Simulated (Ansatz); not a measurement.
`N[SiH2]O[SiH](N)O` → `N[SiH2][O]`• + `N[SiH]O`•  (homolysis of the O–Si bond)

Computed with Ansatz on PBE0-D4/def2-TZVP structures; ΔE is electronic, products minus reactants. CCSD(T)/CBS is the MP2 limit (def2-TZVPP, def2-QZVPP) plus CCSD(T) − MP2 in def2-TZVPP, frozen cores. This one scheme is used for every species. DFT in def2-TZVPP. B3LYP here is the variant with VWN-RPA as its local correlation; programs differ in this. No spin–orbit coupling; open shells (•) take unrestricted orbitals. One conformer a species, not always the lowest.

| level | ΔE (eV) |
| --- | --- |
| B3LYP-D4 | 5.95 |
| PBE0 | 5.82 |
| HF/def2-TZVPP | 4.84 |
| CCSD/def2-TZVPP | 6.11 |
| MP2/def2-QZVPP | 6.68 |
| SCS-MP2/def2-QZVPP | 6.52 |
| HF/CBS(def2) | 4.84 |
| CCSD/CBS(def2) | 6.26 |

(1) What does CCSD(T)/CBS give? (Estimate.)

Largest T1 diagnostic among the species: 0.018.

## Answers

(1) Ansatz gave: +6.35 eV. The listed levels differ from it by -0.40, -0.53, -1.51, -0.24, 0.33, 0.17, -1.51, -0.09 eV.

From PBE to PBE0 (25 % exact exchange), in def2-TZVPP and without D4, ΔE moves by +0.17 eV. The D4 term adds +0.24 eV with B3LYP and +0.14 eV with PBE0; it sums over pairs of atoms, weighted by their polarisabilities, and B3LYP, whose exchange is more repulsive, gets the larger term. In def2-TZVPP, CCSD(T) changes the Hartree–Fock value by +1.37 eV (the triples alone add +0.10 eV) and MP2 by +1.75 eV; breaking electron pairs costs correlation energy, which Hartree–Fock lacks.
